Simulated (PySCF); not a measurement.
## Radial density of Bi⁺ (bismuth, charge +1)

BLYP, [Xe] 4f14 5d10 6s2 6p2, high-spin 3P determinant. All numbers are calculated (PySCF 2.14, the spin-free X2C one-electron Hamiltonian (Gaussian nucleus), in aug-cc-pwCVTZ-DK3).

| r (bohr) | 4πr²ρ (e/bohr) | 4πr²(ρα − ρβ) |
| --- | --- | --- |
| 0.0150 | 108.4 | 0.0074 |
| 0.0252 | 108.6 | 0.0175 |
| 0.0424 | 154.4 | 0.0149 |
| 0.0714 | 131.6 | -0.0041 |
| 0.120 | 143.5 | 0.0321 |
| 0.202 | 99.13 | -0.0009 |
| 0.340 | 100.2 | 0.0572 |
| 0.571 | 43.23 | 0.0688 |
| 0.961 | 23.21 | 0.0273 |
| 1.62 | 7.141 | 0.4292 |
| 2.72 | 1.751 | 0.8754 |
| 4.57 | 0.1719 | 0.1474 |
| 7.69 | 0.001916 | 0.0019 |

Densities and radii are taken from the X2C orbitals without a picture-change correction, which distorts them close to the nucleus.

Spin-orbit coupling is strong in this species (close to jj coupling), so the high-spin LS determinant is a model state, not a physical level.

(1) Where is the radial spin density 4πr²(ρα − ρβ) most negative, and why is it negative at all?

Answers

(1) Around r = 0.0714 bohr, down to -0.0041 e/bohr: exchange with the open shell polarises the paired shells in an unrestricted calculation.
